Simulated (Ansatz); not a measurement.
`F/C=[C](\F)[AlH2]` + `[OH][GaH2]` → `[AlH2][O][GaH2]` + `F/C=C/F` at 298.15 K and 1 bar (ligand exchange at the Al–C bond).

Gas-phase electronic energies from Ansatz, PBE0-D4/def2-TZVP geometries. CCSD(T)/CBS adds triple-zeta CCSD(T) − MP2 to the extrapolated MP2 energy (def2 sets, frozen cores). Double bonds are as drawn, so ΔE can hold a change between cis and trans. For Ga outer-core shells are correlated without core-valence functions, which leaves a few kJ/mol of doubt a bond. Scalar relativity is left out up to krypton.

```csv
species,CCSD(T)/CBS energy (Eh),H − E (kJ/mol),S (J/(mol·K))
`F/C=[C](\F)[AlH2]`,-519.44452,125.2,328.8
`[OH][GaH2]`,-2000.92981,82.7,263.1
`[AlH2][O][GaH2]`,-2243.58748,99.5,328.0
`F/C=C/F`,-276.83639,109.9,267.4
```

H − E and S are ideal-gas, rigid-rotor, harmonic terms from PBE0-D4/def2-TZVP. 1 Eh = 2625.50 kJ/mol, R = 8.31446 J/(mol·K).

Problem. By hand: ΔE, ΔH, ΔS and ΔG.

Solution. ΔE = (-2243.58748) + (-276.83639) − (-519.44452) − (-2000.92981) = -0.04954 Eh = -130.1 kJ/mol. Δ(H − E) = 99.5 + 109.9 − 125.2 − 82.7 = 1.5, so ΔH = -128.6 kJ/mol. ΔS = 328.0 + 267.4 − 328.8 − 263.1 = 3.5 J/(mol·K). ΔG = -128.6 − 298.15 × (3.5)/1000 = -129.6 kJ/mol.

Problem. By hand: the equilibrium constant, and the temperature at which ΔG would vanish if ΔH and ΔS stayed fixed.

Solution. log₁₀ K = −ΔG/(RT ln 10) = 22.7. ΔH and −TΔS have one sign here, so there is no such temperature.

The number of gas molecules stays the same, so ΔS is small and ΔH decides. A doubt of 5 kJ/mol in ΔE shifts log₁₀ K by 0.9 here. These are equilibria of isolated gas molecules and say nothing of rates. Largest T1 diagnostic: 0.015 (customary marks: 0.02 for closed shells, 0.045 for open ones).

ΔS is within the doubt of such terms, so its sign, and with it that verdict, could turn.
